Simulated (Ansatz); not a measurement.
The cluster CuNi₂⁺, relaxed as a singlet with RKS PBE0-D4/def2-TZVP in Ansatz, starting from the GFN2-xTB geometry. Force threshold 0.02 eV/Å.

The restricted singlet is unstable: a solution with broken spin symmetry lies lower. The relaxation made no stability test and no search for a lower SCF solution. At PBE0-D4/def2-TZVP a triplet of charge 1 lies 2.23 eV below the restricted singlet, each at its own geometry. The structure comes from a short search, and lower isomers may exist.

Start:

Cartesian coordinates in Å:
```
Ni -0.775 0.833 -0.584
Ni 0.920 0.569 0.680
Cu -0.144 -1.402 -0.096
```

```tsv
step	energy (eV)	largest force component (eV/Å)	SCF passes
1	-126700.1766	0.026	113
2	-126700.1767	0.013	49
```

Force components are those of the run's own axes.

End:

```xyz
3

Ni   -0.7755    0.8330   -0.5841
Ni    0.9202    0.5692    0.6807
Cu   -0.1446   -1.4022   -0.0966
```

By distances, no bond broke or formed. The bond that changes most is Ni2–Cu3, from 2.37 to 2.37 Å (atoms count from 1).

No frequencies were taken in this run, so the end may be a saddle point.

Hardware: 4 threads of Arm Neoverse V1 on a shared host. Wall time 8 s.
